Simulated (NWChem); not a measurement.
Species: CH5NOTe; SMILES CO[Te]N

```xyz
9

Te     0.3248    -0.4224     0.1059
O      0.1107     1.4954     0.6613
C     -0.2473     2.4273    -0.3209
H     -1.2699     2.2640    -0.7136
H     -0.2278     3.4260     0.1472
H      0.4462     2.4398    -1.1833
N     -1.5654    -1.0814    -0.0165
H     -2.1219    -0.6927    -0.7726
H     -2.0821    -1.0828     0.8589
```
Atoms are numbered in this order, from 1.

Level: PBE0/def2-SVP with def2 effective core potentials on Te (NWChem), optimised geometry, unscaled harmonic frequencies. def2 effective core potentials on Te; no spin-orbit coupling.

| frequency (cm⁻¹) | IR intensity (km/mol) |
|---|---|
| 84 | 1.2 |
| 122 | 0.5 |
| 222 | 21.4 |
| 272 | 2.6 |
| 443 | 40.9 |
| 482 | 231.8 |
| 546 | 28.6 |
| 686 | 33.6 |
| 907 | 4.7 |
| 1123 | 147.5 |
| 1171 | 2.2 |
| 1181 | 8.8 |
| 1450 | 7.4 |
| 1460 | 12.6 |
| 1478 | 20.5 |
| 1540 | 12.8 |
| 2992 | 85.8 |
| 3068 | 48.6 |
| 3113 | 23.0 |
| 3567 | 20.1 |
| 3686 | 40.6 |

- zero-point energy: 42.3 kcal/mol
- thermal correction to the enthalpy at 298.15 K (with zero-point energy): 46.8 kcal/mol
- heat capacity Cv: 19.6 cal/(mol K)
- entropy at 298.15 K and 1 atm (symmetry number 1): 80.9 cal/(mol K)

Rigid rotor and harmonic oscillator; modes under 100 cm⁻¹ make the entropy uncertain.
